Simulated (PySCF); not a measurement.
FH3Si2, neutral, multiplicity 1.

```xyz
6

Si     0.6800    -0.8749     0.0000
F     -0.8025    -1.5434     0.0000
Si    -0.1028     1.4500     0.0000
H     -0.9387     1.7066     1.2045
H     -0.9387     1.7066    -1.2045
H      1.0195     2.4251     0.0000
```
Charge 0, spin multiplicity 1.

Geometry optimised at B3LYP-D3(BJ)/def2-TZVP.

Method: HF/pcSseg-2 (PySCF). Non-relativistic, no solvent.

Computed absolute GIAO shielding of each atom: isotropic value and principal components (ppm):
| atom | σ(iso) | σ11 | σ22 | σ33 | span |
|---|---|---|---|---|---|
| Si1 | -408.6 | -1850.6 | 140.2 | 484.6 | 2335.2 |
| F2 | 70.6 | -397.8 | 50.7 | 558.8 | 956.6 |
| Si3 | 487.0 | 468.6 | 483.6 | 508.8 | 40.2 |
| H4 | 29.1 | 26.1 | 28.1 | 33.2 | 7.2 |
| H5 | 29.1 | 26.1 | 28.1 | 33.2 | 7.2 |
| H6 | 28.5 | 26.5 | 26.5 | 32.4 | 5.9 |
